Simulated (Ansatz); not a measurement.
Consider the atomization: `[CH3][GeH2][C](=O)O` → 2 C• + Ge• + 6 H• + 2 O•.

Isolated molecules relaxed with PBE0-D4/def2-TZVP in Ansatz; ΔE leaves out vibrations. CBS: MP2 limit from def2 TZ/QZ plus the TZ coupled-cluster correction, frozen cores. This one scheme is used for every species, atoms too. Functionals use def2-TZVPP. B3LYP here is the variant with VWN-RPA as its local correlation; programs differ in this. Open shells (•) are unrestricted, without spin–orbit coupling. Spin–orbit coupling would lower the free atoms: a little for C, O; clearly for Ge. For Ge outer-core shells are correlated without core-valence functions, so the limit isn't a true one: a few kJ/mol of doubt a bond, and 10 to 20 or more in all where bonds break to atoms. Scalar relativity is left out up to krypton. Each species was taken in one conformer, which may not be the lowest.

`[CH3][GeH2][C](=O)O`:

Cartesian coordinates in Å:
```
C 0.961 0.177 -1.384
Ge -0.297 0.903 -0.088
C -0.864 -0.504 1.216
O -1.867 -0.471 1.872
O 0.023 -1.515 1.303
H 1.822 -0.246 -0.866
H 0.486 -0.608 -1.972
H 1.305 0.962 -2.059
H -1.588 1.415 -0.740
H 0.338 2.024 0.751
H -0.319 -2.137 1.966
```

```csv
level,ΔE (kJ/mol),difference from CCSD(T)/CBS
PBE-D4,4210.1,96.6
PBE0-D4,4103.5,-10.0
B3LYP-D4,4092.8,-20.7
ωB97X-V,4121.0,7.5
PBE,4190.0,76.5
r2SCAN,4121.8,8.3
PBE0,4086.6,-26.9
B3LYP,4060.6,-52.9
MP2/def2-TZVPP,4095.2,-18.3
SCS-MP2/def2-TZVPP,4062.1,-51.4
CCSD(T)/def2-TZVPP,4016.7,-96.8
HF/def2-QZVPP,2877.1,-1236.4
SCS-MP2/def2-QZVPP,4127.7,14.2
HF/CBS(def2),2877.5,-1236.0
MP2/CBS(def2),4192.1,78.6
CCSD/CBS(def2),4039.8,-73.7
CCSD(T)/CBS,4113.5,0
```

Largest T1 diagnostic among the species: 0.014.

The D4 term adds +32.3 kJ/mol with B3LYP and +17.0 kJ/mol with PBE0; it sums over pairs of atoms, weighted by their polarisabilities, and B3LYP, whose exchange is more repulsive, gets the larger term. From PBE to PBE0 (25 % exact exchange), in def2-TZVPP and without D4, ΔE moves by −103.4 kJ/mol: exact exchange takes away binding that semilocal exchange gives to molecules. In def2-TZVPP, CCSD(T) changes the Hartree–Fock value by +1141.9 kJ/mol (the triples alone add +73.7 kJ/mol) and MP2 by +1220.4 kJ/mol; breaking electron pairs costs correlation energy, which Hartree–Fock lacks.

For atomizations the MP2-based limit and the directly extrapolated one differ by several kJ/mol either way, and by 10 to 25 for some Ge, Se and Sn compounds, so smaller differences from it don't rank the levels.
